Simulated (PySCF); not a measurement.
**Radial density of C (carbon, neutral)**

UHF, [He] 2s2 2p1 3s1, high-spin 3P determinant (an excited configuration). All numbers are calculated (PySCF 2.14, scalar relativity by spin-free X2C-1e, in dyall-acv3z).

| r (bohr) | 4πr²ρ (e/bohr) | 4πr²(ρα − ρβ) |
| --- | --- | --- |
| 0.00362 | 0.02098 | 0.0001 |
| 0.00608 | 0.05708 | 0.0001 |
| 0.0102 | 0.1524 | 0.0004 |
| 0.0172 | 0.3943 | 0.0010 |
| 0.0289 | 0.9651 | 0.0025 |
| 0.0487 | 2.152 | 0.0058 |
| 0.0819 | 4.102 | 0.0116 |
| 0.138 | 6.019 | 0.0214 |
| 0.232 | 5.738 | 0.0484 |
| 0.390 | 2.827 | 0.1602 |
| 0.655 | 1.404 | 0.4614 |
| 1.10 | 2.107 | 0.6955 |
| 1.85 | 1.204 | 0.3630 |
| 3.12 | 0.2528 | 0.1585 |
| 5.25 | 0.2563 | 0.2554 |
| 8.82 | 0.02132 | 0.0213 |

Densities and radii are taken from the X2C orbitals without a picture-change correction, which distorts them close to the nucleus.

The outer electron is Rydberg-like, and this basis confines it to a smaller radius and binds it less than a complete one would.
